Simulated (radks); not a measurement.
Values are calculated unless marked as measured or tabulated.
Initial-state core-level shifts of the vanadium ion V2+ when its valence configuration changes from [Ar] 3d3. Level of theory: scalar-relativistic Kohn-Sham, PBE, spin-polarised, spherical densities, point nucleus; open shells are filled with parallel spins first (a radial shooting solver on a logarithmic mesh with Libxc functionals). Shifts are changes of the shell-averaged eigenvalues in eV (positive: less bound).

valence               1s       2s       2p       3s
3d2.5 4p0.5       -3.904   -4.382   -4.337   -3.794
3d2 4s1           -6.921   -7.958   -7.868   -6.604
3d2 4p1           -8.071   -9.089   -8.995   -7.751
3d2.5 4s0.5       -3.320   -3.811   -3.768   -3.209
3d1 4s2          -15.060  -17.305  -17.119  -13.990
3d1 4s1 4p1      -15.996  -18.274  -18.078  -14.918
3d1.5 4s1 4p0.5  -11.347  -12.975  -12.835  -10.713
4s2 4p1          -25.205  -28.900  -28.603  -22.799
